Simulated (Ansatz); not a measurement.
# From B to In: the atomisation energy (no zero-point term)

All atoms of one element are swapped for its congeners: B2H6S2 `[BH2-]1[SH+][BH2-][SH+]1`; Al2H6S2 `[AlH2-]1[SH+][AlH2-][SH+]1`; In2H6S2 `[SH+]1[InH2-][SH+][InH2-]1`. The Ga member is missing. All are singlets with charge 0.

Shapes, held fixed at every level: PBE0-D4/def2-TZVP. Programs: Ansatz 0.2.0. Values in eV.

| level | B2H6S2 | Al2H6S2 | In2H6S2 |
| --- | --- | --- | --- |
| HF/def2-TZVPP | 24.94 | 21.56 | 17.55 |
| r2SCAN-D4/def2-TZVPP | 33.82 | 29.00 | 24.98 |
| B2PLYP/def2-TZVPP | 32.93 | 28.14 | 24.04 |
| MP2/def2-TZVPP | 32.86 | 28.06 | 24.01 |
| CCSD(T)/def2-SVP | 31.59 | 26.96 | 23.09 |
| CCSD(T)/def2-TZVPP | 32.50 | 28.12 | 24.40 |

At CCSD(T)/def2-TZVPP the atomisation energy falls at every step, from 32.50 to 24.40 eV. Every level shows the same order. For atoms past krypton def2 sets carry core potentials with scalar relativity. Outer-core shells of In are correlated, in sets that cover them unevenly. Spin-orbit coupling, which grows down the group, is left out (summed over each molecule's free atoms 0.05, 0.07, 0.41 eV). Coupled cluster in double- or triple-zeta sets underbinds by a few per cent against its basis-set limit.
